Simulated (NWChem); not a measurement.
Everything below was run with NWChem. System: I2Pb, charge 0, spin multiplicity 1, at a geometry optimised with B3LYP/def2-SVP with def2 effective core potentials on I, Pb. The structure started from a generated list of species. Level: RHF/def2-QZVP with def2 effective core potentials on I, Pb.

Input file:

```
start mol
memory heap 200 mb stack 900 mb global 1100 mb
geometry units angstroms nocenter noautoz
  Pb     0.000000     0.000000     0.999695
  I     -2.247097     0.000000    -0.773349
  I      2.247097     0.000000    -0.773349
  symmetry group C2v
end
basis spherical
  * library def2-qzvp
end
ecp
  I library def2-ecp
  Pb library def2-ecp
end
scf
  rhf
  nopen 0
  maxiter 100
  thresh 1e-7
  semidirect memsize 60000000 filesize 0
end
task scf energy
```

Part of the output:

```
             Northwest Computational Chemistry Package (NWChem) 7.3.0
             --------------------------------------------------------

                                NWChem Input Module
                                -------------------

 Scaling coordinates for geometry "geometry" by  1.889725989
 (inverse scale =  0.529177249)

 Turning off AUTOSYM since
 SYMMETRY directive was detected!

                             Geometry "geometry" -> ""
                             -------------------------

 Output coordinates in angstroms (scale by  1.889725989 to convert to a.u.)

  No.       Tag          Charge          X              Y              Z
 ---- ---------------- ---------- -------------- -------------- --------------
    1 Pb                  82.0000     0.00000000     0.00000000     0.99969500
    2 I                   53.0000    -2.24709700     0.00000000    -0.77334900
    3 I                   53.0000     2.24709700     0.00000000    -0.77334900

 Effective nuclear repulsion energy (a.u.)    1937.6772458358

            Nuclear Dipole moment (a.u.)
            ----------------------------
        X                 Y               Z
 ---------------- ---------------- ----------------
     0.0000000000     0.0000000000    -0.0000075589

      Symmetry information
      --------------------

 Group name             C2v
 Group number             16
 Group order               4
 No. of unique centers     2

      Symmetry unique atoms

     1    2


 Summary of "ao basis" -> "" (spherical)
 ------------------------------------------------------------------------------
       Tag                 Description            Shells   Functions and Types
 ---------------- ------------------------------  ------  ---------------------
 *                         def2-qzvp                  on all atoms

 Summary of "ao basis" -> "ao basis" (spherical)
 ------------------------------------------------------------------------------
       Tag                 Description            Shells   Functions and Types
 ---------------- ------------------------------  ------  ---------------------
[...]
     5     -0.234086  1 Pb s                  6     -0.220759  1 Pb s
    92     -0.192857  2 I  pz               174     -0.192857  3 I  pz
     3      0.184856  1 Pb s                 19     -0.176729  1 Pb pz

 Vector   37  Occ=0.000000D+00  E=-3.189261D-02  Symmetry=b2
              MO Center=  3.6D-14,  5.5D-13,  9.9D-01, r^2= 5.4D+00
   Bfn.  Coefficient  Atom+Function         Bfn.  Coefficient  Atom+Function
  ----- ------------  ---------------      ----- ------------  ---------------
    24      0.470661  1 Pb py                21      0.397044  1 Pb py
    18      0.340061  1 Pb py                 9     -0.254031  1 Pb py
   106     -0.187484  2 I  py               188     -0.187484  3 I  py

 Vector   38  Occ=0.000000D+00  E= 1.719908D-02  Symmetry=a1
              MO Center= -6.5D-15,  2.8D-14,  1.4D+00, r^2= 9.1D+00
   Bfn.  Coefficient  Atom+Function         Bfn.  Coefficient  Atom+Function
  ----- ------------  ---------------      ----- ------------  ---------------
    25      1.070034  1 Pb pz                89      0.834832  2 I  s
   171      0.834832  3 I  s                  7     -0.540322  1 Pb s
   105      0.500525  2 I  px               187     -0.500525  3 I  px
     6     -0.478731  1 Pb s                 88     -0.338680  2 I  s
   170     -0.338680  3 I  s                 22      0.318528  1 Pb pz

 Vector   39  Occ=0.000000D+00  E= 3.746820D-02  Symmetry=b1
              MO Center=  1.6D-15, -1.1D-16,  1.1D+00, r^2= 1.0D+01
   Bfn.  Coefficient  Atom+Function         Bfn.  Coefficient  Atom+Function
  ----- ------------  ---------------      ----- ------------  ---------------
    23      1.353025  1 Pb px                89      1.141700  2 I  s
   171     -1.141700  3 I  s                 20      0.583669  1 Pb px
   107      0.527747  2 I  pz               189     -0.527747  3 I  pz
   105      0.373043  2 I  px               187      0.373043  3 I  px
    88     -0.354768  2 I  s                170      0.354768  3 I  s

 center of mass
 --------------
 x =   0.00000000 y =   0.00000000 z =   0.04762020

 moments of inertia (a.u.)
 ------------------
        1283.250625472945           0.000000000000           0.000000000000
           0.000000000000        5859.759386585154           0.000000000000
           0.000000000000           0.000000000000        4576.508761112208

  Mulliken analysis of the total density
  --------------------------------------

    Atom       Charge   Shell Charges
 -----------   ------   -------------------------------------------------------
    1 Pb  22    21.20   0.69  0.03  1.17  0.16  0.83  0.92  0.10  5.70  0.00  0.33  0.54  0.51  0.04  9.05  0.80  0.21  0.06  0.01  0.04  0.00  0.00  0.00
    2 I   25    25.40   0.71  0.02  1.16  0.18  0.82  0.90  0.19  5.42  0.03  0.73  1.84  2.60  0.78  9.00  0.88  0.13  0.02  0.00  0.00  0.00  0.00  0.00
    3 I   25    25.40   0.71  0.02  1.16  0.18  0.82  0.90  0.19  5.42  0.03  0.73  1.84  2.60  0.78  9.00  0.88  0.13  0.02  0.00  0.00  0.00  0.00  0.00

       Multipole analysis of the density wrt the origin
       ------------------------------------------------

     L   x y z        total         open         nuclear
     -   - - -        -----         ----         -------
     0   0 0 0     -0.000000      0.000000     72.000000

     1   1 0 0     -0.000000      0.000000      0.000000
     1   0 1 0      0.000000      0.000000      0.000000
     1   0 0 1      1.785395      0.000000    -31.509593

     2   2 0 0    -70.219902      0.000000    901.594629
     2   1 1 0      0.000000      0.000000      0.000000
     2   1 0 1     -0.000000      0.000000      0.000000
     2   0 2 0    -59.759758      0.000000      0.000000
     2   0 1 1      0.000000      0.000000      0.000000
     2   0 0 2    -59.501942      0.000000    185.302584

 Task  times  cpu:      137.0s     wall:      137.0s

 Total times  cpu:      137.0s     wall:      137.0s
```
